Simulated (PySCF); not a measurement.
# Which determinant of Sr2 lies lowest?

Unrestricted PBE0; Sr x2c-TZVPall; spin-free X2C with a Gaussian nucleus (PySCF 2.14). Outer shells of the fragments: Sr 5s2; Sr 5s2.

Followed along the bond (rough minima from three points):

```csv
2Ms+1,unpaired,⟨S²⟩ at the start,R at minimum (Å),Te (eV)
1,none,0.00,4.67,0.00
1,"σ ↓, π ↑",1.10,3.75,0.71
3,"σ ↑, π ↑",2.02,3.77,0.74
3,π ↑↑,2.08,3.32,1.46
1,π ↑↓,1.05,3.33,1.64
```

Solutions found at the starting distance of 3.420 Å, counted from the lowest of them; the search is not exhaustive and high or unbound solutions are not listed, so other states can lie among these:

```tsv
2Ms+1	unpaired	term	E (eV)	⟨S²⟩	⟨Lz²⟩
1	none	¹Σ⁺	0.00	0.00	0.00
1	σ ↓, π ↑	mixed	0.04	1.10	1.05
3	σ ↑, π ↑	³Π	0.09	2.02	1.03
3	π ↑↑	³Σ⁻	0.70	2.08	0.00
1	π ↑↓	mixed	0.88	1.05	2.10
3	σ ↑, δ ↑	³Δ	1.05	2.05	4.00
1	σ ↑, δ ↓	mixed	1.23	1.03	4.00
1	none	mixed	1.38	0.00	2.01
```

A term symbol is given only where ⟨S²⟩ and ⟨Lz²⟩ are close to those of a pure state; real π, δ and φ orbitals otherwise mix terms, and g/u labels are left off.

**Question.** Compare the gap between the two lowest followed solutions at the starting distance with the gap between their minima.

**Answer.** At PBE0 the second solution (Ms = 0 of mixed spin, unpaired electrons σ ↓, π ↑) lies +0.04 eV from the first (singlet, closed shell) at 3.420 Å and +0.71 eV at the minima; the two curves relax by different amounts, since their minima lie near 3.75 and 4.67 Å.
